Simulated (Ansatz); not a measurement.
## Relative stability

The two ends of one reaction step of TiNH3OF2, closed shell (PBE0-D4/def2-TZVP).

A:

```tsv
atom	x (Å)	y (Å)	z (Å)
Ti1	-0.4482	0.3246	0.5360
O2	1.4027	-0.4834	-0.0850
N3	-1.4301	-0.2838	-0.6753
H4	1.3060	-0.8558	-0.9682
F5	-0.0192	2.0689	0.3634
F6	-0.8346	-0.2489	2.1938
H7	2.1896	0.0716	-0.0706
H8	-2.1663	-0.5933	-1.2941
```

B:

Ti1  (-0.002, 0.279, 0.490)
O2  (1.692, -0.202, 0.294)
N3  (-0.937, -0.490, -0.925)
H4  (-0.512, -1.046, -1.653)
F5  (-0.202, 2.033, 0.462)
F6  (-0.693, -0.267, 2.022)
H7  (2.591, 0.118, 0.363)
H8  (-1.937, -0.425, -1.054)
(Å)

Computed with Ansatz 0.2.0 (basis: def2-TZVPP); correlated methods freeze the cores. B3LYP uses VWN-RPA correlation.

Problem. Which structure is lower at CCSD(T), and by how much? (An estimate is asked for; the value comes from the calculation.)

Solution. The calculation gives: B, by 1.373 eV (electronic energy, against the other). By their contacts, A is TiNH₃OF₂ ([NH][Ti]([OH2])([F])[F]) and B is TiNH₃OF₂ ([NH2][Ti]([OH])([F])[F]).

All methods give the same order:

| method | E(B) − E(A) (eV) |
| --- | --- |
| SPW92 | -1.707 |
| PBE-D4 | -1.659 |
| BLYP-D4 | -1.664 |
| r2SCAN-D4 | -1.740 |
| B97M-V | -1.739 |
| PBE0-D4 | -1.678 |
| B3LYP-D4 | -1.678 |
| r2SCAN0-D4 | -1.731 |
| BHLYP-D4 | -1.746 |
| CAM-B3LYP-D4 | -1.703 |
| wB97X-V | -1.688 |
| wB97M-V | -1.639 |
| B2PLYP | -1.422 |
| PBE-QIDH | -1.446 |
| RPA on PBE | -1.441 |
| HF | -1.940 |
| MP2 | -1.066 |
| CCSD | -1.527 |
| CCSD(T) | -1.373 |

No T1 diagnostic of these runs exceeds 0.024. The restricted Hartree–Fock reference is unstable towards an unrestricted one at one or more of these structures.

Labels in which every atom is bracketed show which atoms are joined, not bond orders.

For scale, one of the runs: CCSD(T)/def2-TZVPP, 230 basis functions, launched by `ansatz run in.yaml --threads 8 --pin off --events-out ev --progress --plain --max-ram 19148MiB`. Hardware: 8 CPU threads of a Oxide Virtual Turin-like, shared host. Wall time 84 s; peak host memory 4.6 GiB.
